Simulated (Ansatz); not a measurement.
AsF₂, SMILES F[As]F, multiplicity 2.

Coordinates come from a B3LYP-D3(BJ)/def2-TZVP optimisation. The isomer is the one that the SMILES or the coordinates give; other isomers of the formula were not compared.

Two levels are set side by side: PBE/def2-TZVPD (Ansatz, a program for electronic structure) and CAM-B3LYP/def2-TZVPD (Ansatz). Energy differences of separate SCF runs at the same geometry; the states with an electron removed or added have multiplicity 1 and 1. Differences are taken from unrounded values.

```tsv
quantity	CAM-B3LYP	PBE	PBE minus CAM-B3LYP
vertical ionisation energy (eV)	9.50	9.09	-0.41
vertical electron affinity (eV)	0.94	0.72	-0.22
```
